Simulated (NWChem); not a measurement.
**Basis-set convergence for FGa**

```xyz
2

Ga     0.0000     0.0000    -0.4019
F      0.0000     0.0000     1.3842
```
Charge 0, spin multiplicity 1.

Everything below was run with NWChem. Structure: optimised with B3LYP/def2-SVP, a minimum by its harmonic frequencies.

Quantity: LUMO energy at the level B3LYP.

The Hamiltonian is non-relativistic. B3LYP has NWChem's definition, with VWN1-RPA local correlation. The Pople sets run with spherical d functions. The structure started from a generated list of species.

| basis | functions | LUMO energy (eV) |
|---|---|---|
| cc-pVDZ | 41 | -1.52 |
| pcseg-1 | 41 | ? |
| def2-SVP | 46 | -1.53 |
| aug-cc-pVDZ | 59 | ? |
| def2-SVPD | 61 | ? |
| 6-311G** | 62 | -1.62 |
| cc-pVTZ | 73 | -1.64 |
| def2-TZVPP | 79 | -1.63 |
| def2-TZVPD | 94 | -1.69 |
| cc-pVQZ | 123 | -1.70 |

Problem. Fill in the missing entries.

Solution. 
- pcseg-1, LUMO energy (eV): -1.66
- aug-cc-pVDZ, LUMO energy (eV): -1.74
- def2-SVPD, LUMO energy (eV): -1.72
